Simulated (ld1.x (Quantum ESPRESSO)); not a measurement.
# mercury: one change to a PAW potential, before and after

Hg, PAW, made with ld1.x (Quantum ESPRESSO) 7.5 (PBEsol, scalar-relativistic). Core [Xe] 4f14, reference 5d10 6s1.75 6p0.25. Waves: 6s (bound): rcut 1.70, rcutus 2.25 bohr; 6s channel at 0.05 Ry: rcut 1.70, rcutus 2.25 bohr; 6p (bound): rcut 1.70, rcutus 2.35 bohr; 6p channel at 2.4 Ry: rcut 1.70, rcutus 2.35 bohr; 5d (bound): rcut 1.60, rcutus 1.70 bohr; 5d channel at -0.3 Ry: rcut 1.60, rcutus 1.70 bohr. Local part: all-electron potential smoothed inside 1.65 bohr (lloc = -1). Core correction: a·sin(br)/r model core inside 1.35 bohr. Augmentation charge: BG, radius 1.45 bohr.

Change: local potential all-electron potential smoothed inside 2.08 bohr (lloc = -1).

Cutoffs: the cutoffs (Ry, on a coarse ladder) from which the occupation-weighted sum of valence levels, in a spherical-Bessel basis at the reference potential, stays within 10 and 1 mRy of its value at 400 Ry; they do not see the model core or the augmentation charge, which bear on the density cutoff. Errors are all-electron minus pseudo energies relative to the spin-unpolarised reference configuration.

Q: What does the change do?

A: The potential gets neither clearly harder nor softer (40 Ry and 70 Ry → 40 Ry and 70 Ry); the bound ghost in p, s disappears; of the 7 tests that both files solve, the error grows in 1 and shrinks in 6 by more than 15 % and 0.3 meV (median size 56.3 → 2.9 meV); the range in which the s phases agree narrows (upper end 4.6 → 1.9); the range in which the p phases agree narrows (upper end at the end of the scan → 2.6). A state that the projectors do not describe sees the local part alone, so a deeper or shallower local part can create or remove a ghost.

```tsv
quantity	base	changed
cutoff, loose	40 Ry	40 Ry
cutoff, tight	70 Ry	70 Ry
bound ghosts	s, p	none
error for 5d10 6s2 6p0, meV [ΔE -1.48 eV]	+5.2	+1.1
error for 5d10 6s1 6p0, meV [ΔE 9.26 eV]	+64	-2.9
error for 5d10 6s0 6p0, meV [ΔE 28.26 eV]	+594	-16
error for 5d9 6s2 6p0, meV [ΔE 14.06 eV]	+49	-9.4
error for 5d10 6s1.5 6p0, meV [ΔE 2.90 eV]	+4.5	-1.2
error for 5d8 6s0 6p0, meV [ΔE 113.60 eV]	+111	-368
error for 5d10 6s1 6p1, meV [ΔE 4.65 eV]	+56	-0.4
s: phases at 2.55 bohr within 0.05 rad from the reference energy up to (Ry; the scan ends near 5)	4.6	1.9
p: phases at 2.55 bohr within 0.05 rad from the reference energy up to (Ry; the scan ends near 5)	to the end of the scan	2.6
d: phases at 2.55 bohr within 0.05 rad from the reference energy up to (Ry; the scan ends near 5)	to the end of the scan	to the end of the scan
lowest overlap eigenvalue by channel	s 0.30, p 0.54, d 0.96	s 0.36, p 0.56, d 0.80
```

Base: ld1.x warns that Blöchl-style (BG) augmentation functions are not a good idea. Changed file: These tests converged, but a pseudo level misses the all-electron one widely, so the file describes the atom poorly there or has found another state: 5d8 6s0 6p0: empty 6p by 3.9 eV (a node warning on the way). ld1.x warns that Blöchl-style (BG) augmentation functions are not a good idea. A true bound ghost makes a file unfit for plane-wave use even where its test errors are small: the radial tests pick states by their node count and pass the ghost by.
